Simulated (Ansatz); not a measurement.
`C#C[SiH2][AlH][Cl]` + HCl → `[Cl][AlH][Cl]` + `C#C[SiH3]` at 400 K and 1 bar (cleavage of the Al–Si bond).

Computed with Ansatz on PBE0-D4/def2-TZVP structures; ΔE is electronic, products minus reactants. CCSD(T)/CBS is the MP2 limit (def2-TZVPP, def2-QZVPP) plus CCSD(T) − MP2 in def2-TZVPP, frozen cores. This one scheme is used for every species. Each species was taken in one conformer, which may not be the lowest.

```
             species  CCSD(T)/CBS energy (Eh)  H − E (kJ/mol)  S (J/(mol·K))
`C#C[SiH2][AlH][Cl]`              -1069.38528           153.7          423.1
                 HCl               -460.38127            29.6          195.4
     `[Cl][AlH][Cl]`              -1162.30651            46.2          307.4
         `C#C[SiH3]`               -367.52081           136.8          291.4
```

H − E and S are ideal-gas, rigid-rotor, harmonic terms from PBE0-D4/def2-TZVP, for one conformer and one mirror image of each species. 1 Eh = 2625.50 kJ/mol, R = 8.31446 J/(mol·K).

By hand: ΔE, ΔH, ΔS and ΔG.

ΔE = (-1162.30651) + (-367.52081) − (-1069.38528) − (-460.38127) = -0.06077 Eh = -159.6 kJ/mol. Δ(H − E) = 46.2 + 136.8 − 153.7 − 29.6 = -0.3, so ΔH = -159.9 kJ/mol. ΔS = 307.4 + 291.4 − 423.1 − 195.4 = -19.7 J/(mol·K). ΔG = -159.9 − 400 × (-19.7)/1000 = -152.0 kJ/mol.

By hand: the equilibrium constant, and the temperature at which ΔG would vanish if ΔH and ΔS stayed fixed.

log₁₀ K = −ΔG/(RT ln 10) = 19.8. ΔG = 0 at ΔH/ΔS = 8117 K, far beyond where these terms or the molecules hold.

ΔH outweighs TΔS. A doubt of 5 kJ/mol in ΔE shifts log₁₀ K by 0.7 here. Other conformers and mirror images would add mixing entropy, several J/(mol·K) or more a flexible species. Modes under 60 cm⁻¹, often nearly free rotors, make the harmonic entropy too high. These are equilibria of isolated gas molecules and say nothing of rates. Largest T1 diagnostic: 0.013 (customary marks: 0.02 for closed shells, 0.045 for open ones).
